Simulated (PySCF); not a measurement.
BrGaH₂O₂, SMILES [OH][Ga]([OH])[Br].

The structure is a stationary point at PBE0-D3(BJ)/def2-SVP. The structure was generated by enumeration; whether it is a known compound was not checked. One conformer was computed; it need not be the lowest.

The numbers are results of C-PCM-ωB97X/def2-SVP in PySCF, not measurements.

The values are the electrostatic part of the solvation free energy, E(continuum) − E(gas) at the gas-phase geometry, in a cavity of scaled van der Waals radii (PySCF's table); cavitation and dispersion terms are not included. A continuum can't describe solvent molecules that bind to the metal. In vacuum the orbital gap is 11.91 eV. The dipole moment in vacuum is 1.68 D.

Q: Estimate the values in water (ε = 78.36), dichloromethane (ε = 8.93), n-hexane (ε = 1.88). (Estimate from the structure and the level; the computed values follow.)

A: 
```json
[
 {"solvent": "water", "ε": "78.36", "ΔG(elec) (kcal/mol)": "-9.2", "dipole (D)": "2.17", "gap (eV)": "12.19"},
 {"solvent": "dichloromethane", "ε": "8.93", "ΔG(elec) (kcal/mol)": "-8.2", "dipole (D)": "2.11", "gap (eV)": "12.16"},
 {"solvent": "n-hexane", "ε": "1.88", "ΔG(elec) (kcal/mol)": "-4.1", "dipole (D)": "1.88", "gap (eV)": "12.03"}
]
```
